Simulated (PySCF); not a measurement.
**Gas-phase thermal properties of PbI₂**

Method: PySCF energies (xtb for GFN2) plus ideal-gas RRHO corrections (1 bar). Table values come from the NASA 1993 polynomials. S°(298 K) at PBE0/def2-TZVP differs from the NASA 1993 table for PbI₂ (-6 J/mol/K); whether the harmonic model or the table's entry is off was not settled. All species are closed-shell singlets. I, Pb: scalar-relativistic def2 core potential, no spin-orbit coupling. The harmonic model lacks anharmonicity and excited electronic states, which grow with temperature; levels with a mode under 35 cm⁻¹ are left out. Soft modes under 120 cm⁻¹ make the harmonic entropy rough for PbI₂. The table's entry may be an old estimate for PbI₂ (not checked at source).

```csv
level,point group,σ,ZPE (kJ/mol),S°298 (J/mol/K),Cp298 (J/mol/K),S°1000 (J/mol/K),H1000 − H298 (kJ/mol)
table,-,-,-,359.6,57.6,429.7,40.7
GFN2-xTB,C2v,2,2.5,350.7,57.1,420.6,40.6
PBE/def2-SVP,C2v,2,2.2,355.5,57.4,425.6,40.7
PBE0/def2-TZVP,C2v,2,2.3,353.9,57.3,424.0,40.7
```
σ: rotational symmetry number. Electronic degeneracy used: 1. Frequencies are unscaled.
